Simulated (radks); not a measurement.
Pd XXXIV, configuration [Ne] 3s2 3p1 (the NIST ground configuration). All-electron calculation, scalar-relativistic Kohn-Sham, PBE, spin-polarised, spherical densities, finite nucleus; open shells are filled with parallel spins first (spin-orbit coupling, left out, can overturn this in heavy ions); Fermi nuclear charge, rms radius 4.5318 fm. Program: a radial shooting solver on a logarithmic mesh with Libxc functionals.

Local quantities along the radius. ELF = 1/(1 + alpha^2) is the electron localisation function; alpha = (tau - tau_W)/tau_unif compares the Pauli kinetic energy density with that of the uniform gas (summed over spins); r v_xc is r times the local exchange-correlation potential of spin up (hartree bohr); -r V(r) is the screened charge that the Kohn-Sham potential of spin up presents (atomic units). tau is taken from the large components.

r (bohr)	ELF	alpha	r v_xc	-r V(r)
0.001217	1.000	0.01948	-0.09860	45.86
0.001351	1.000	0.01946	-0.1027	45.84
0.001511	1.000	0.01951	-0.1078	45.81
0.00169	1.000	0.01964	-0.1138	45.78
0.001875	1.000	0.01984	-0.1200	45.75
0.002097	1.000	0.02015	-0.1276	45.72
0.002346	1.000	0.02056	-0.1362	45.68
0.002603	1.000	0.02105	-0.1450	45.64
0.002911	1.000	0.02172	-0.1554	45.59
0.003256	0.999	0.02254	-0.1670	45.53
0.003613	0.999	0.02347	-0.1787	45.48
0.004042	0.999	0.02469	-0.1924	45.41
0.004521	0.999	0.02617	-0.2073	45.33
0.005016	0.999	0.02784	-0.2222	45.26
0.00561	0.999	0.03003	-0.2395	45.16
0.006275	0.999	0.03272	-0.2579	45.06
0.006963	0.999	0.03580	-0.2760	44.95
0.007788	0.998	0.03991	-0.2965	44.83
0.008711	0.998	0.04509	-0.3180	44.69
0.009666	0.997	0.05118	-0.3385	44.55
0.01081	0.996	0.05959	-0.3612	44.38
0.01209	0.995	0.07063	-0.3841	44.20
0.01342	0.993	0.08417	-0.4052	44.01
0.01501	0.989	0.1038	-0.4274	43.79
0.01679	0.983	0.1308	-0.4486	43.55
0.01863	0.973	0.1656	-0.4668	43.31
0.02083	0.954	0.2186	-0.4843	43.04
0.0233	0.920	0.2949	-0.4993	42.74
0.02586	0.864	0.3962	-0.5108	42.44
0.02892	0.768	0.5501	-0.5203	42.10
0.03235	0.633	0.7615	-0.5274	41.74
0.0359	0.496	1.007	-0.5323	41.38
0.04015	0.375	1.290	-0.5363	40.97
0.04491	0.305	1.509	-0.5418	40.54
0.04983	0.289	1.567	-0.5548	40.12
0.05574	0.325	1.442	-0.5864	39.68
0.06234	0.413	1.191	-0.6377	39.23
0.06917	0.531	0.9403	-0.6949	38.81
0.07737	0.660	0.7173	-0.7557	38.34
0.08654	0.760	0.5614	-0.8078	37.88
0.09603	0.819	0.4699	-0.8440	37.44
0.1074	0.851	0.4184	-0.8660	36.98
0.1201	0.855	0.4116	-0.8673	36.54
0.1333	0.828	0.4553	-0.8483	36.15
0.1491	0.739	0.5944	-0.8082	35.75
0.1668	0.541	0.9208	-0.7579	35.38
0.1851	0.306	1.505	-0.7137	35.07
0.207	0.156	2.327	-0.6655	34.77
0.2315	0.129	2.599	-0.6381	34.51
0.2569	0.201	1.996	-0.6986	34.37
0.2873	0.427	1.158	-0.7877	34.27
0.3214	0.706	0.6450	-0.8198	34.15
0.3566	0.846	0.4259	-0.7887	34.00
0.3989	0.895	0.3424	-0.7039	33.82
0.4461	0.890	0.3511	-0.6029	33.66
0.495	0.843	0.4322	-0.5424	33.57
0.5537	0.711	0.6370	-0.5223	33.53
0.6193	0.455	1.094	-0.4873	33.49
0.6872	0.189	2.069	-0.4052	33.41
0.7686	0.042	4.786	-0.2889	33.29
0.8597	0.006	13.13	-0.1823	33.18
0.954	0.001	39.61	-0.1080	33.11
1.067	0.000	158.5	-0.05553	33.06

On this mesh the ELF has minima near r = 0.050, 0.23 bohr, which separate the shells, and maxima near 0.12 (0.86), 0.40 (0.90).
